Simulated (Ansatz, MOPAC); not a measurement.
C30H36 rod of 6 cages `C1C2CC3C4CC56CC78CC9CC%10C%11CC%12%13CC(C2)(C(C14)C5C%12C%107)C3C6C%13C8C%11C9`, neutral singlet in the gas phase. 

Cartesian coordinates (Å):
SMILES: C1C2CC3C4CC56CC78CC9CC%10C%11CC%12%13CC(C2)(C(C14)C5C%12C%107)C3C6C%13C8C%11C9
```xyz
66

C      2.2493     4.0244     0.4518
C      3.1397     3.1397     1.3431
C      4.0244     2.2493     0.4518
C      3.1373     1.3644    -0.4373
C      2.2335     2.2335    -1.3431
C      1.3455     1.3455    -2.2229
C      0.4471     0.4471    -1.3592
C     -0.4517    -0.4517    -2.2186
C     -1.3497    -1.3496    -1.3571
C     -2.2483    -2.2482    -2.2245
C     -3.1397    -3.1396    -1.3431
C     -4.0245    -2.2493    -0.4518
C     -3.1373    -1.3643     0.4373
C     -2.2335    -2.2335     1.3430
C     -1.3455    -1.3455     2.2229
C     -0.4471    -0.4471     1.3592
C      0.4517     0.4517     2.2186
C      1.3496     1.3497     1.3571
C      2.2483     2.2483     2.2245
C      0.4648     2.2320     0.4314
C      1.3644     3.1373    -0.4373
C     -0.4329     1.3305    -0.4343
C     -1.3305     0.4329     0.4343
C     -2.2320    -0.4648    -0.4315
C      2.2320     0.4648     0.4314
C      1.3305    -0.4329    -0.4343
C      0.4329    -1.3305     0.4343
C     -0.4648    -2.2320    -0.4315
C     -1.3644    -3.1373     0.4373
C     -2.2493    -4.0244    -0.4518
H      1.6134     4.6839     1.0811
H      2.8790     4.6882    -0.1795
H      3.7801     3.7801     1.9865
H      4.6839     1.6134     1.0811
H      4.6882     2.8790    -0.1795
H      3.7745     0.7163    -1.0791
H      2.8758     2.8758    -1.9857
H      1.9744     0.7109    -2.8856
H      0.7109     1.9744    -2.8856
H      0.1799    -1.0840    -2.8826
H     -1.0840     0.1799    -2.8826
H     -1.6118    -2.8749    -2.8877
H     -2.8750    -1.6118    -2.8877
H     -3.7801    -3.7800    -1.9866
H     -4.6839    -1.6134    -1.0812
H     -4.6882    -2.8790     0.1794
H     -3.7746    -0.7163     1.0790
H     -2.8758    -2.8757     1.9856
H     -1.9744    -0.7108     2.8856
H     -0.7109    -1.9744     2.8856
H     -0.1799     1.0840     2.8826
H      1.0840    -0.1799     2.8826
H      1.6118     2.8750     2.8876
H      2.8749     1.6118     2.8876
H     -0.1822     2.8715     1.0750
H      0.7163     3.7746    -1.0791
H     -1.0783     1.9731    -1.0764
H     -1.9730     1.0783     1.0764
H     -2.8715     0.1822    -1.0750
H      2.8715    -0.1822     1.0750
H      1.9730    -1.0783    -1.0764
H      1.0783    -1.9730     1.0764
H      0.1822    -2.8715    -1.0750
H     -0.7163    -3.7745     1.0790
H     -1.6134    -4.6839    -1.0812
H     -2.8791    -4.6881     0.1794
```
Charge 0, multiplicity 1.

All levels are single points at this geometry (PBE-D3(BJ)/def2-SVP); Pople sets use spherical d functions. Orbital energies aren't observables, and empty levels follow the basis.

```json
[
 {"level": "PBE-D3(BJ)/def2-SVP in Ansatz", "HOMO (eV)": "-5.58", "LUMO (eV)": "0.49", "gap (eV)": "6.08", "dipole (D)": "0.00", "vertical IE, Delta-SCF (eV)": "7.34"},
 {"level": "PBE0-D3(BJ)/def2-SVP in Ansatz", "HOMO (eV)": "-6.77", "LUMO (eV)": "1.35", "gap (eV)": "8.12", "dipole (D)": "0.00", "vertical IE, Delta-SCF (eV)": "7.97"},
 {"level": "AM1 in MOPAC", "HOMO (eV)": "-9.70", "LUMO (eV)": "3.21", "gap (eV)": "12.91", "dipole (D)": "0.00", "vertical IE, Delta-SCF (eV)": "–"},
 {"level": "PM3 in MOPAC", "HOMO (eV)": "-10.26", "LUMO (eV)": "3.14", "gap (eV)": "13.40", "dipole (D)": "0.00", "vertical IE, Delta-SCF (eV)": "–"},
 {"level": "PM6 in MOPAC", "HOMO (eV)": "-9.37", "LUMO (eV)": "3.57", "gap (eV)": "12.93", "dipole (D)": "0.00", "vertical IE, Delta-SCF (eV)": "–"},
 {"level": "PM7 in MOPAC", "HOMO (eV)": "-9.31", "LUMO (eV)": "3.54", "gap (eV)": "12.85", "dipole (D)": "0.00", "vertical IE, Delta-SCF (eV)": "–"}
]
```

Ansatz is a first-principles code.
